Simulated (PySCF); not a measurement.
## Ce⁴¹⁺ (cerium, charge +41) across methods

[Ne] 3s2 3p5, 2P determinant. All numbers are calculated (PySCF 2.14, the spin-free X2C one-electron Hamiltonian (Gaussian nucleus), in an even-tempered Gaussian basis (18 s from 7.7 bohr⁻², ratio 2.5; 12 p from 10 bohr⁻², ratio 2.5; 4 d from 44 bohr⁻², ratio 2.7; 4 f from 66 bohr⁻², ratio 2.7)).

```csv
method,E (hartree),mean ε 3s β (eV),mean ε 3p α (eV),mean ε 3p β (eV),Σ⟨r²⟩ (bohr²),⟨S²⟩
BHandHLYP,-7407.14,-3396.7,-3199.3,-3190.5,0.5926,0.750
PBE0,-7406.73,-3383.0,-3187.8,-3179.6,0.5925,0.750
M06,-7407.34,-3384.5,-3188.8,-3179.6,0.5922,0.750
PBE,-7406.77,-3368.8,-3176.2,-3168.4,0.5924,0.750
LDA,-7399.48,-3366.3,-3174.6,-3166.8,0.5928,0.750
UHF,-7405.80945,-3423.4,-3220.8,-3211.1,0.5930,0.751
r2SCAN,-7406.99,-3374.4,-3180.4,-3171.6,0.5927,0.750
```

Spin-orbit coupling, absent here, splits the open shell strongly.
